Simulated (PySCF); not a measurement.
# V⁺ (vanadium, charge +1): UHF calculation

Configuration: [Ar] 3d4, high-spin 5D determinant. Computed with PySCF 2.14 in aug-cc-pVTZ-DK (8s7p5d3f2g, 93 functions), with the spin-free X2C one-electron Hamiltonian (Gaussian nucleus).

```
Total energy                                                  : -947.915696 hartree
One-electron energy                                           : -1299.2537 hartree
Hartree (Coulomb) energy                                      : 396.0469 hartree
Exchange energy                                               : -44.7090 hartree
⟨S²⟩                                                          : 6.0011
⟨L²⟩                                                          : 6.022
Sum of ⟨r⟩                                                    : 16.36 bohr
Sum of ⟨r²⟩                                                   : 21.65 bohr²
Traceless quadrupole moment −½Σ⟨3z² − r²⟩ along its main axis : -0.882 e·bohr²
Langevin diamagnetic susceptibility                           : -17.2 ×10⁻⁶ cm³/mol
```

| shell | electrons | mean orbital energy (hartree) | spread (hartree) | rms radius, mean of both spins (bohr) |
| --- | --- | --- | --- | --- |
| 1s β | 1 | -202.94691 | 0 | 0.0768 |
| 1s α | 1 | -202.94598 | 0 | 0.0768 |
| 2s α | 1 | -24.23820 | 0 | 0.332 |
| 2s β | 1 | -24.17344 | 0 | 0.332 |
| 2p α | 3 | -20.14979 | 0.00151 | 0.303 |
| 2p β | 3 | -20.08423 | 0.02070 | 0.303 |
| 3s α | 1 | -3.41478 | 0 | 1.03 |
| 3s β | 1 | -3.16533 | 0 | 1.03 |
| 3p α | 3 | -2.26626 | 0.03868 | 1.13 |
| 3p β | 3 | -1.95482 | 0.05984 | 1.13 |
| 3d α | 4 | -0.58195 | 0.05595 | 1.67 |

Densities and radii are taken from the X2C orbitals without a picture-change correction, which distorts them close to the nucleus.

Spin-orbit constants ζ (cm⁻¹) from the X2C one-electron operator on these orbitals: bare nucleus, nucleus screened by l(l+1)(2l+1)/3 electrons, and screened by the Breit-Pauli mean field of the electrons.

| shell | bare | screened nucleus | mean field |
| --- | --- | --- | --- |
| 2p | 40760 | 37210 | 35610 |
| 3p | 4443 | 4057 | 3853 |
| 3d | 312.4 | 176.6 | 151.8 |

To first order the Landé constant is A = 37.96 cm⁻¹, so the lowest level has J = 0 and lies 0.0282 eV below the centre of the term. This holds in LS coupling only.
